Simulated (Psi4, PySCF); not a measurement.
Input for PySCF:
```python
from pyscf import gto, scf, cc

mol = gto.Mole()
mol.atom = '''
    O     0.49639997    0.07749188    1.46274063
    P     0.07763513   -0.00187854   -0.06678288
    O     1.18776102   -0.02874031   -1.02172942
    O    -0.88586825   -1.26330432   -0.10643158
    O    -0.92691551    1.21766505   -0.22393643
    H     1.27103163    0.62878945    1.55130795
    H    -0.37287092   -2.04878771   -0.28441190
    H    -1.03370548    1.42327804   -1.15029845
'''
mol.basis = 'sto-3g'
mol.verbose = 4
mol.build()

mf = scf.RHF(mol)
mf.kernel()

mycc = cc.CCSD(mf, frozen=9)
mycc.kernel()
et = mycc.ccsd_t()
print('E(CCSD(T)) = %.10f' % (mycc.e_tot + et))
```

Task: Write the same job for Psi4.

Result: This is not unique; one that fits is 
```
memory 2 GB

molecule {
0 1
  O     0.49639997    0.07749188    1.46274063
  P     0.07763513   -0.00187854   -0.06678288
  O     1.18776102   -0.02874031   -1.02172942
  O    -0.88586825   -1.26330432   -0.10643158
  O    -0.92691551    1.21766505   -0.22393643
  H     1.27103163    0.62878945    1.55130795
  H    -0.37287092   -2.04878771   -0.28441190
  H    -1.03370548    1.42327804   -1.15029845
}

set basis sto-3g
set freeze_core true
set mp2_type conv
set scf_type pk
set puream true
set d_convergence 1e-8

energy('ccsd(t)')
print_variables()
```

Both were run: PySCF gave -634.110716 Eh and Psi4 -634.110716 Eh, 0.000 mEh apart.
